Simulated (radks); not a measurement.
Species: Gd23+. Configuration: [Kr] 4d5. Method: scalar-relativistic Kohn-Sham, PBE, spin-unpolarised, spherical densities, point nucleus; computed with a radial shooting solver on a logarithmic mesh with Libxc functionals. Some entries of the table are withheld. Estimate them.

orbital,occ.,eigenvalue (Ry),<r> (bohr),<1/r> (bohr^-1)
1s,2,-3733.161,0.02190,71.67
2s,2,-658.6403,0.09326,16.63
2p,6,-591.6693,(1),15.52
3s,2,-184.3587,0.2432,6.132
3p,6,-163.6042,0.2415,5.768
3d,10,(2),0.2194,5.474
4s,2,-72.18813,(3),2.764
4p,6,-64.83205,0.5380,(4)
4d,5,-54.78432,(5),2.396

Answer. 
(1) 2p <r> (bohr): 0.08235
(2) 3d eigenvalue (Ry): -136.4373
(3) 4s <r> (bohr): 0.5195
(4) 4p <1/r> (bohr^-1): 2.593
(5) 4d <r> (bohr): 0.5514
